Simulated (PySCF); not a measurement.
These are B3LYP-D3(BJ)/def2-TZVP // PBE0-D4/def2-SVP (PySCF) values and carry that method's errors. Isolated molecules, 0 K electronic values unless said otherwise. One relaxed conformer stands for a flexible species; it need not be the lowest. B3LYP has the VWN-RPA correlation part, as in Gaussian. Excitations are Tamm–Dancoff values on a coarser integration grid. The basis has no diffuse functions, so Rydberg states are missing or too high.

Reference species (SMILES): `B(N(C)C)(N(C)C)N(C)C` (neutral, multiplicity 1).

| Property | Value |
|---|---|
| HOMO | -5.66 eV |
| T1 excitation (TDA) | 5.22 eV |
| HOMO–LUMO gap | 6.16 eV |
| brightest of the four lowest singlets (TDA) | 6.09 eV |

Changed species: `CN(BN(C)C)C` (C–N–B–N torsion -16°, N–B–N–C torsion -16°) (1 of 3 N(CH3)2 replaced by H; the reference has 0 of 3 N(CH3)2 replaced by H).

Problem. What does the change do to the HOMO, T1 excitation (TDA), HOMO–LUMO gap and brightest of the four lowest singlets (TDA)?

Solution. the HOMO drops by 0.03 eV, to -5.69 eV; the T1 excitation (TDA) drops by 0.20 eV, to 5.02 eV; the HOMO–LUMO gap increases by 0.22 eV, to 6.38 eV; the brightest of the four lowest singlets (TDA) drops by 0.08 eV, to 6.01 eV.
